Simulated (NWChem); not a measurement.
# Atomisation of C2H5BClN

SMILES: ClB.C(C)#N
```xyz
10

B      0.9525    -1.0072    -0.1417
H      1.4339    -1.4606     0.8788
H      1.7478    -0.8861    -1.0537
Cl    -0.6168    -1.8764    -0.6551
C     -0.2293     2.8765     0.8079
C      0.2007     1.5260     0.4881
N      0.5346     0.4565     0.2249
H     -1.3275     2.9344     0.7580
H      0.2006     3.5893     0.0878
H      0.0978     3.1468     1.8234
```
Charge 0, spin multiplicity 1.

Everything below was run with NWChem. Structure: optimised with B3LYP/def2-SVP, a minimum by its harmonic frequencies.

Basis set: def2-TZVP. The atomisation energy is electronic alone: no zero-point, thermal, spin-orbit or counterpoise terms. No value is extrapolated to the basis-set limit. Free atoms are single determinants with multiplicities B 2, H 2, Cl 2, C 3, N 4. Correlated methods freeze the same cores in atoms and molecule, 9 orbitals in all.

```json
[
 {"method": "LC-wPBE (omega 0.3 per bohr)", "atomisation energy (kcal/mol)": "939.9", "relative cost": "7"},
 {"method": "B3LYP", "atomisation energy (kcal/mol)": "926.9", "relative cost": "under 3"},
 {"method": "PBE", "atomisation energy (kcal/mol)": "955.5", "relative cost": "under 3"},
 {"method": "HF", "atomisation energy (kcal/mol)": "676.1", "relative cost": "under 3"},
 {"method": "MP2", "atomisation energy (kcal/mol)": "917.7", "relative cost": "under 3"},
 {"method": "r2SCAN", "atomisation energy (kcal/mol)": "933.1", "relative cost": "under 3"},
 {"method": "BHandHLYP", "atomisation energy (kcal/mol)": "897.2", "relative cost": "under 3"},
 {"method": "PBE0", "atomisation energy (kcal/mol)": "934.6", "relative cost": "1"}
]
```

The values span 279.5 kcal/mol, from HF (lowest) to PBE (highest). The cost column gives rough processor time relative to PBE0; each entry includes its own SCF. Costs are the molecule's.

B3LYP has NWChem's definition, with VWN1-RPA local correlation. GW and range-separated runs recompute their integrals, the others keep them in memory, which bears on the times. The structure started from a generated list of species. The stability of the SCF solutions was not checked. Open-shell Hartree-Fock references start from PBE0 orbitals; any time given for them includes that run.
